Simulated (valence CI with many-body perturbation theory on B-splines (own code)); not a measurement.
# Bi10+: E2, M1 decay

Method: configuration interaction combined with many-body perturbation theory (CI+MBPT): five valence electrons over a frozen Dirac-Fock core [Xe] 4f14, a basis of 7 s, 7 p, 8 d, 6 f, 4 g, 1 h functions for each j, with the one-electron correlation potential Σ1, the two-electron term Σ2, the three-electron term Σ3, Breit, model QED; selected CI, second order for the rest, scaled by the run's own slope (own B-spline code, finite nucleus).

No measured levels were compared; by estimate terms of the open shell hold to 2 to 4 % of their energy, and close levels can change places. Among the levels kept, up to 880 cm⁻¹ of a level comes from second order outside the variational space, and about a tenth of that is noise between levels of different J, which matters for small intervals. Only levels of the ground parity were solved; by the run's estimate the other parity begins above the list, which can be wrong where configurations are misplaced.

Lines 51 to 100 of 120 in falling wavelength, among levels below 47.007 eV, chosen from the decays that carry over 1 % of a level's rate. Wavelengths and rates use the calculated energies, so an error of 2000 cm⁻¹ moves a line at 318.9 nm by 6.4 % and its rate by three times that or more. Electric multipoles are in the length gauge, E1 and E2 with the static RPA response of the core. S is in atomic units (e²a₀⁴ for E2 and M2, e²a₀⁶ for E3), for M1 in squared Bohr magnetons. Weak lines are less certain than strong ones. Lines between different terms over intervals too small for the method are left out, as are lines whose strength nearly cancels.

Levels are named by their leading jj configuration (3d3/2^4 stands for four electrons in 3d with j = 3/2), which in mixed levels can hold well under half, so a name can repeat and another be missing. Letters in brackets count levels of one name in rising energy.

```csv
λ vac (nm),Upper,Lower,Type,A (s⁻¹),S (a.u.)
318.9,(5d3/2 5d5/2^4) J=5/2 [a],(5d3/2^2 5d5/2^3) J=7/2 [a],M1,2.89e+02,2.08e+00
318.4,(5d3/2^2 5d5/2^3) J=5/2 [c],(5d3/2^3 5d5/2^2) J=7/2 [b],M1,1.35e+02,9.67e-01
313.6,(5d3/2^2 5d5/2^3) J=3/2 [b],(5d3/2^2 5d5/2^3) J=5/2 [a],M1,8.05e+01,3.68e-01
312.3,(5d3/2^2 5d5/2^3) J=13/2,(5d3/2^3 5d5/2^2) J=11/2,M1,6.44e+01,1.02e+00
302.7,(5d3/2^2 5d5/2^3) J=3/2 [a],(5d3/2^3 5d5/2^2) J=3/2 [a],M1,5.21e+02,2.14e+00
300.9,(5d3/2^2 5d5/2^3) J=9/2 [c],(5d3/2^2 5d5/2^3) J=9/2 [a],M1,4.75e+00,4.80e-02
288.5,(5d3/2^2 5d5/2^3) J=5/2 [a],(5d3/2^3 5d5/2^2) J=5/2 [a],M1,5.80e+02,3.10e+00
284.1,(5d3/2^2 5d5/2^3) J=7/2 [c],(5d3/2^2 5d5/2^3) J=5/2 [a],M1,4.00e+01,2.72e-01
280.6,(5d3/2 5d5/2^4) J=3/2 [a],(5d3/2^2 5d5/2^3) J=5/2 [b],M1,2.48e+02,8.12e-01
280.2,(5d3/2^2 5d5/2^3) J=5/2 [b],(5d3/2^3 5d5/2^2) J=3/2 [a],M1,7.67e+01,3.75e-01
279.7,(5d3/2 5d5/2^4) J=11/2,(5d3/2^2 5d5/2^3) J=13/2,M1,1.68e+02,1.63e+00
278.5,(5d3/2^3 5d5/2^2) J=7/2 [a],(5d3/2^4 5d5/2) J=5/2,M1,1.23e+02,7.86e-01
276.8,(5d3/2 5d5/2^4) J=7/2 [a],(5d3/2^2 5d5/2^3) J=9/2 [a],M1,4.77e+02,3.00e+00
276.6,(5d3/2^2 5d5/2^3) J=9/2 [c],(5d3/2^2 5d5/2^3) J=11/2,M1,3.52e+01,2.76e-01
271.2,(5d3/2 5d5/2^4) J=5/2 [a],(5d3/2^2 5d5/2^3) J=5/2 [a],M1,9.42e+02,4.18e+00
269.5,(5d3/2^2 5d5/2^3) J=5/2 [b],(5d3/2^3 5d5/2^2) J=7/2 [a],M1,1.33e+02,5.77e-01
267.9,(5d3/2^3 5d5/2^2) J=3/2 [a],(5d3/2^4 5d5/2) J=5/2,M1,6.15e+02,1.75e+00
261.2,(5d3/2 5d5/2^4) J=3/2 [a],(5d3/2^2 5d5/2^3) J=3/2 [a],M1,6.02e+02,1.59e+00
259.4,(5d3/2^2 5d5/2^3) J=9/2 [b],(5d3/2^3 5d5/2^2) J=9/2,M1,4.93e+02,3.19e+00
253.4,(5d3/2^2 5d5/2^3) J=7/2 [c],(5d3/2^3 5d5/2^2) J=7/2 [b],M1,1.99e+02,9.60e-01
252.5,(5d3/2^2 5d5/2^3) J=7/2 [b],(5d3/2^3 5d5/2^2) J=5/2 [b],M1,6.65e+00,3.18e-02
251.2,(5d3/2 5d5/2^4) J=11/2,(5d3/2^2 5d5/2^3) J=9/2 [a],M1,1.97e+02,1.39e+00
248.9,(5d3/2^2 5d5/2^3) J=7/2 [a],(5d3/2^3 5d5/2^2) J=5/2 [a],M1,5.35e+01,2.45e-01
248.0,(5d3/2^2 5d5/2^3) J=7/2 [b],(5d3/2^3 5d5/2^2) J=9/2,M1,1.14e+02,5.14e-01
244.3,(5d3/2 5d5/2^4) J=7/2 [a],(5d3/2^2 5d5/2^3) J=7/2 [a],M1,3.80e+02,1.64e+00
243.1,(5d3/2 5d5/2^4) J=5/2 [a],(5d3/2^3 5d5/2^2) J=7/2 [b],M1,8.73e+01,2.79e-01
240.2,(5d3/2 5d5/2^4) J=3/2 [a],(5d3/2^2 5d5/2^3) J=1/2 [a],M1,6.28e+02,1.29e+00
239.0,(5d3/2^2 5d5/2^3) J=9/2 [b],(5d3/2^3 5d5/2^2) J=11/2,M1,1.73e+02,8.75e-01
238.2,(5d3/2^3 5d5/2^2) J=3/2 [b],(5d3/2^3 5d5/2^2) J=5/2 [a],M1,5.01e+01,1.00e-01
236.8,(5d3/2^3 5d5/2^2) J=9/2,(5d3/2^4 5d5/2) J=5/2,E2,1.17e-01,7.76e-02
234.6,(5d3/2^2 5d5/2^3) J=3/2 [b],(5d3/2^3 5d5/2^2) J=1/2,M1,6.30e+01,1.21e-01
234.1,(5d3/2 5d5/2^4) J=11/2,(5d3/2^2 5d5/2^3) J=11/2,M1,7.75e+02,4.42e+00
232.8,(5d3/2^3 5d5/2^2) J=5/2 [b],(5d3/2^4 5d5/2) J=5/2,M1,1.97e+01,5.52e-02
222.8,(5d3/2^2 5d5/2^3) J=9/2 [b],(5d3/2^3 5d5/2^2) J=7/2 [a],M1,1.76e+02,7.22e-01
219.7,(5d3/2^2 5d5/2^3) J=3/2 [b],(5d3/2^3 5d5/2^2) J=5/2 [b],M1,3.70e+01,5.82e-02
216.5,(5d3/2^2 5d5/2^3) J=1/2 [b],(5d3/2^3 5d5/2^2) J=1/2,M1,2.24e+02,1.68e-01
215.5,(5d3/2^2 5d5/2^3) J=5/2 [c],(5d3/2^3 5d5/2^2) J=3/2 [a],M1,1.14e+02,2.55e-01
215.3,(5d3/2 5d5/2^4) J=7/2 [a],(5d3/2^2 5d5/2^3) J=5/2 [a],M1,4.59e+01,1.36e-01
214.4,(5d3/2^2 5d5/2^3) J=7/2 [b],(5d3/2^3 5d5/2^2) J=7/2 [a],M1,5.87e+00,1.71e-02
209.2,(5d3/2^2 5d5/2^3) J=9/2 [c],(5d3/2^3 5d5/2^2) J=7/2 [b],M1,2.05e+02,6.96e-01
209.1,(5d3/2^2 5d5/2^3) J=5/2 [c],(5d3/2^3 5d5/2^2) J=7/2 [a],M1,3.89e+02,7.92e-01
206.4,(5d3/2^2 5d5/2^3) J=3/2 [a],(5d3/2^3 5d5/2^2) J=5/2 [a],M1,4.07e+02,5.31e-01
204.8,(5d3/2^2 5d5/2^3) J=7/2 [c],(5d3/2^3 5d5/2^2) J=5/2 [b],M1,8.80e+01,2.24e-01
201.8,(5d3/2^2 5d5/2^3) J=7/2 [c],(5d3/2^3 5d5/2^2) J=9/2,M1,2.46e+02,5.99e-01
198.0,(5d3/2 5d5/2^4) J=5/2 [a],(5d3/2^3 5d5/2^2) J=5/2 [b],M1,4.61e+02,7.97e-01
197.2,(5d3/2 5d5/2^4) J=7/2 [a],(5d3/2^3 5d5/2^2) J=7/2 [b],M1,8.83e+01,2.01e-01
195.7,(5d3/2^2 5d5/2^3) J=5/2 [b],(5d3/2^3 5d5/2^2) J=5/2 [a],M1,1.11e+01,1.86e-02
195.5,(5d3/2^2 5d5/2^3) J=3/2 [b],(5d3/2^3 5d5/2^2) J=3/2 [a],M1,1.18e+02,1.31e-01
192.1,(5d3/2 5d5/2^4) J=3/2 [a],(5d3/2^2 5d5/2^3) J=5/2 [a],M1,1.09e+02,1.15e-01
191.1,(5d3/2^3 5d5/2^2) J=7/2 [b],(5d3/2^4 5d5/2) J=5/2,M1,3.27e+01,6.77e-02
```
